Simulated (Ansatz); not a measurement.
Reaction (redistribution): `N[Si](O)(O)[TeH]` + `CB(O)F` → `O[Si](O)(O)[TeH]` + `CB(N)F`

Calculated with Ansatz (gas phase, PBE0-D4/def2-TZVP geometries, no zero-point term in ΔE). CCSD(T)/CBS adds triple-zeta CCSD(T) − MP2 to the extrapolated MP2 energy (def2 sets, frozen cores). Functionals use def2-TZVPP. B3LYP here is the variant with VWN-RPA as its local correlation; programs differ in this. Elements past krypton have def2 core potentials. For Te outer-core shells are correlated without core-valence functions, which leaves a few kJ/mol of doubt a bond. One conformer a species, not always the lowest.

**Question.** Is it downhill or uphill in electronic energy at CCSD(T)/CBS, and by how much? (Estimate.)

**Answer.** Computed: Downhill: ΔE = -0.17 eV.

**Question.** What do these levels give: PBE-D4, PBE0-D4, B3LYP-D4, ωB97X-V, ωB97M-V, PBE, r2SCAN, HF/def2-TZVPP, MP2/def2-TZVPP, SCS-MP2/def2-TZVPP, MP2/def2-QZVPP, MP2/CBS(def2)? (Best estimate.)

**Answer.** Computed: PBE-D4 -0.16, PBE0-D4 -0.17, B3LYP-D4 -0.18, ωB97X-V -0.18, ωB97M-V -0.18, PBE -0.17, r2SCAN -0.19, HF/def2-TZVPP -0.21, MP2/def2-TZVPP -0.17, SCS-MP2/def2-TZVPP -0.18, MP2/def2-QZVPP -0.17, MP2/CBS(def2) -0.17 eV.

Largest T1 diagnostic among the species: 0.012.

In def2-TZVPP, CCSD(T) changes the Hartree–Fock value by +0.03 eV (the triples alone add +0.01 eV) and MP2 by +0.04 eV.
